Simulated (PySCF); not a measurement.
CHAlClNO. Atoms are numbered in the order given.

```xyz
6

Al    -0.8419     0.6528     0.0000
Cl     0.6148     2.1552     0.0000
H     -2.3667     1.0070     0.0000
N     -0.2895    -1.0258     0.0000
C      0.1237    -2.1550     0.0000
O      0.5180    -3.2526     0.0000
```

Geometry optimised at PBE0-D3(BJ)/def2-SVP. One conformer was computed; it need not be the lowest.

Calculation: PBE0/pcSseg-1 (PySCF).

GIAO shieldings, no solvent; atoms alike by connectivity are averaged. δ = σ(ref) − σ: ³⁵Cl against HCl (σ = 945.9 ppm); ¹H against TMS (σ = 31.56 ppm); ¹⁵N against NH3 (σ = 267.4 ppm); ¹³C against TMS (σ = 186.3 ppm); ¹⁷O against H2O (σ = 334.2 ppm), references at their B3LYP-D3(BJ)/def2-TZVP geometries, non-relativistic (without spin–orbit terms, shifts of atoms bonded to Cl or Br come out too high).

Computed chemical shifts:
```csv
nucleus,atoms,count,δ (ppm)
³⁵Cl,Cl2,1,46.8
¹H,H3,1,4.63
¹⁵N,N4,1,62.1
¹³C,C5,1,129.6
¹⁷O,O6,1,142.6
```
